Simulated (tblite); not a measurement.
C₃H₂BF₅O.
Atom-mapped SMILES: `[O:1]=[C:2]([CH2:3][B:4]([F:5])[F:6])[C:7]([F:8])([F:9])[F:10]` (hydrogens: H11, H12 on C3)

Computed with GFN2-xTB (tblite), gas phase: Langevin dynamics at 600 K from the optimised GFN2-xTB geometry, time step 0.5 fs, friction 0.01 fs⁻¹, 2000 steps. The instantaneous temperature is 2·E(kin)/(3Nk) with all 3N coordinates.

| t (fs) | T (K) | E(pot) above start (eV) | O1=C2 (Å) | C2–C3 (Å) | C3–B4 (Å) | B4–F5 (Å) | B4–F6 (Å) | C3–H11 (Å) | O1–C2–C3–B4 (°) |
| --- | --- | --- | --- | --- | --- | --- | --- | --- | --- |
| 0 | 523 | 0.000 | 1.193 | 1.494 | 1.600 | 1.306 | 1.307 | 1.093 | 101 |
| 25 | 290 | 0.407 | 1.175 | 1.483 | 1.644 | 1.275 | 1.307 | 1.045 | 91 |
| 50 | 413 | 0.562 | 1.228 | 1.463 | 1.650 | 1.262 | 1.323 | 1.095 | 93 |
| 75 | 498 | 0.436 | 1.171 | 1.517 | 1.606 | 1.271 | 1.350 | 1.156 | 87 |
| 100 | 336 | 0.524 | 1.239 | 1.487 | 1.662 | 1.286 | 1.309 | 1.157 | 96 |
| 125 | 431 | 0.352 | 1.196 | 1.475 | 1.662 | 1.308 | 1.311 | 1.094 | 104 |
| 150 | 479 | 0.438 | 1.179 | 1.516 | 1.592 | 1.319 | 1.313 | 1.075 | 104 |
| 175 | 426 | 0.522 | 1.210 | 1.589 | 1.561 | 1.303 | 1.320 | 1.037 | 97 |
| 200 | 585 | 0.453 | 1.206 | 1.514 | 1.629 | 1.316 | 1.316 | 1.097 | 90 |
| 225 | 560 | 0.674 | 1.179 | 1.544 | 1.579 | 1.344 | 1.316 | 1.193 | 78 |
| 250 | 633 | 0.585 | 1.210 | 1.460 | 1.560 | 1.318 | 1.312 | 1.160 | 88 |
| 275 | 285 | 1.052 | 1.225 | 1.492 | 1.675 | 1.315 | 1.332 | 1.039 | 85 |
| 300 | 423 | 0.997 | 1.160 | 1.442 | 1.558 | 1.296 | 1.287 | 1.060 | 93 |
| 325 | 696 | 0.960 | 1.202 | 1.528 | 1.630 | 1.308 | 1.297 | 1.200 | 75 |
| 350 | 552 | 0.875 | 1.205 | 1.512 | 1.664 | 1.307 | 1.317 | 1.150 | 90 |
| 375 | 492 | 0.810 | 1.198 | 1.575 | 1.535 | 1.317 | 1.312 | 1.053 | 71 |
| 400 | 635 | 0.790 | 1.184 | 1.489 | 1.567 | 1.349 | 1.349 | 1.063 | 87 |
| 425 | 634 | 0.854 | 1.185 | 1.521 | 1.586 | 1.361 | 1.363 | 1.117 | 79 |
| 450 | 696 | 1.168 | 1.220 | 1.460 | 1.513 | 1.378 | 1.334 | 1.103 | 106 |
| 475 | 690 | 1.119 | 1.182 | 1.590 | 1.571 | 1.378 | 1.397 | 1.119 | 114 |
| 500 | 562 | 0.868 | 1.215 | 1.585 | 1.518 | 1.289 | 1.334 | 1.102 | 125 |
| 525 | 463 | 0.816 | 1.199 | 1.522 | 1.654 | 1.328 | 1.374 | 1.102 | 119 |
| 550 | 487 | 0.539 | 1.159 | 1.492 | 1.629 | 1.291 | 1.301 | 1.070 | 114 |
| 575 | 455 | 0.420 | 1.190 | 1.463 | 1.582 | 1.286 | 1.338 | 1.088 | 88 |
| 600 | 436 | 0.468 | 1.203 | 1.491 | 1.592 | 1.338 | 1.308 | 1.134 | 98 |
| 625 | 299 | 0.721 | 1.200 | 1.476 | 1.554 | 1.352 | 1.293 | 1.074 | 90 |
| 650 | 520 | 0.639 | 1.155 | 1.473 | 1.566 | 1.366 | 1.298 | 1.048 | 86 |
| 675 | 552 | 0.541 | 1.229 | 1.487 | 1.649 | 1.347 | 1.284 | 1.053 | 97 |
| 700 | 515 | 0.643 | 1.219 | 1.468 | 1.605 | 1.328 | 1.278 | 1.149 | 94 |
| 725 | 465 | 0.791 | 1.162 | 1.514 | 1.636 | 1.340 | 1.294 | 1.202 | 99 |
| 750 | 559 | 0.479 | 1.231 | 1.466 | 1.580 | 1.291 | 1.260 | 1.111 | 98 |
| 775 | 503 | 0.587 | 1.178 | 1.471 | 1.696 | 1.317 | 1.313 | 1.073 | 92 |
| 800 | 586 | 0.494 | 1.201 | 1.463 | 1.593 | 1.269 | 1.315 | 1.086 | 76 |
| 825 | 436 | 0.680 | 1.206 | 1.463 | 1.668 | 1.287 | 1.346 | 1.143 | 75 |
| 850 | 501 | 0.607 | 1.168 | 1.494 | 1.554 | 1.301 | 1.310 | 1.171 | 86 |
| 875 | 544 | 0.656 | 1.244 | 1.530 | 1.574 | 1.339 | 1.309 | 1.166 | 94 |
| 900 | 325 | 0.495 | 1.190 | 1.555 | 1.557 | 1.305 | 1.299 | 1.058 | 97 |
| 925 | 474 | 0.430 | 1.189 | 1.477 | 1.549 | 1.339 | 1.312 | 1.071 | 99 |
| 950 | 447 | 0.510 | 1.186 | 1.469 | 1.594 | 1.340 | 1.395 | 1.117 | 108 |
| 975 | 434 | 0.503 | 1.184 | 1.462 | 1.572 | 1.297 | 1.373 | 1.068 | 126 |
| 1000 | 356 | 0.880 | 1.201 | 1.517 | 1.674 | 1.319 | 1.413 | 1.068 | 127 |

Question: From 500 fs on, how do temperature and potential energy compare with equipartition?

Answer: The mean temperature of these 21 frames is 472 K against the target 600 K, and the mean potential energy 0.61 eV against 30 × kT/2 = 0.78 eV for 30 classical harmonic modes. For 12 atoms in a canonical ensemble the temperature itself scatters by T·√(2/(3N)) = 141 K; here its standard deviation is 75 K. These frames run colder than the target by 21 %; at their own mean temperature equipartition would give 0.61 eV. The whole run lasts only 10 friction times of 100 fs, so these averages carry a wide statistical error.

Question: What are the kinetic and total energies of the listed frame with the highest potential energy?

Answer: The one at 450 fs, 1.168 eV above the start. Its kinetic energy is 3NkT/2 = 1.079 eV at 696 K, so the sum is 2.25 eV; over the listed frames the sum runs from 0.81 to 2.25 eV, since the thermostat adds and removes energy.

Question: How much do the listed bonds fluctuate from 500 fs on?

Answer: 
| bond | at the start (Å) | mean (Å) | standard deviation (Å) |
| --- | --- | --- | --- |
| O1=C2 | 1.193 | 1.196 | 0.023 |
| C2–C3 | 1.494 | 1.492 | 0.033 |
| C3–B4 | 1.600 | 1.600 | 0.047 |
| B4–F5 | 1.306 | 1.318 | 0.026 |
| B4–F6 | 1.307 | 1.321 | 0.038 |
| C3–H11 | 1.093 | 1.103 | 0.042 |

The motion is classical and holds no zero-point motion.

The cost below is that of the whole dynamics run. Hardware: one thread, Arm Neoverse N1 (aarch64), shared host with 64 logical CPUs at a one-minute load of 48. Cost: 17 s of wall time, 0.18 GiB resident at most.
